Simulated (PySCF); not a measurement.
**Two-photon absorption: `InChI=1S/C3H7ClSi2/c4-3(6)1-2-5/h2H,5-6H3`**

Geometry:
```
atom   x (Å)   y (Å)   z (Å)
 Si1  -2.259   0.470  -1.138
  C2  -1.097  -0.992  -0.931
  C3   0.195  -0.875  -1.104
  C4   1.487  -0.700  -1.240
 Si5   2.630  -0.217   0.170
 Cl6   2.261  -0.912  -2.800
  H7  -3.267   0.170  -2.200
  H8  -2.989   0.718   0.143
  H9  -1.461   1.671  -1.511
 H10  -1.505  -1.977  -0.662
 H11   1.813  -0.063   1.409
 H12   3.662  -1.277   0.357
 H13   3.308   1.069  -0.168
```

Computed, not measured: TDDFT CAM-B3LYP/def2-TZVPD excited states, vertical, gas phase in PySCF. Geometry: PBE0-D3(BJ)/def2-SVP.

Question: How strongly do the lowest singlets absorb one photon, and two photons of half the energy?

Answer: δ for parallel linear polarisation; σ at the peak of a Lorentzian of half width 0.1 eV, single beam; Ω is circular over linear.
| state | E (eV) | f | photon λ (nm) | δ (au) | σ (GM) | Ω | main |
| --- | --- | --- | --- | --- | --- | --- | --- |
| S1 | 4.53 | 0.000 | 547 | 0.2 | 0.00 | 1.36 | HOMO→LUMO 0.96 |
| S2 | 5.96 | 0.001 | 416 | 0.35 | 0.01 | 1.49 | HOMO−1→LUMO+1 0.79 |
| S3 | 6.05 | 0.010 | 410 | 45.1 | 0.61 | 0.90 | HOMO→LUMO+1 0.45, HOMO−1→LUMO 0.40 |
| S4 | 6.39 | 0.002 | 388 | 9.18 | 0.14 | 1.15 | HOMO→LUMO+2 0.66, HOMO→LUMO+3 0.11 |
| S5 | 6.44 | 0.189 | 385 | 25.5 | 0.39 | 1.05 | HOMO−2→LUMO 0.63, HOMO→LUMO+1 0.19 |
| S6 | 6.67 | 1.134 | 372 | 3.66 | 0.06 | 1.47 | HOMO−1→LUMO 0.49, HOMO−2→LUMO 0.20 |

Among these, the strongest one-photon state is S6, the strongest two-photon state S3, with a dipole change of 0.8 D (relaxed, norm of the difference vector).
